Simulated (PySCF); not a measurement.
## I⁺: ionisation energy

I⁺ [Kr] 4d10 5s2 5p4 (3P) → I²⁺ [Kr] 4d10 5s2 5p3 (4S), as a difference of total energies. Calculation: PySCF 2.14, in def2-TZVPPD with the def2 core potential (28 electrons) (7s6p4d2f, 59 functions); a scalar-relativistic core potential. Correlated levels: valence: 4s2 4p6 4d10 frozen; valence and next inner shell: nothing frozen outside the core potential. The calculations carry no spin-orbit coupling.

Problem. Order these methods by the ionisation energy they give, lowest first.
A. r2SCAN
B. UHF
C. MP2 (valence)
D. MN15

Solution. B (17.684 eV), C (18.283 eV), D (18.598 eV), A (18.760 eV).

Errors of the correlated levels include the incompleteness of this basis and the frozen core.

For comparison: 18.750 eV (measured; NIST levels, between the centres of gravity of the two terms).
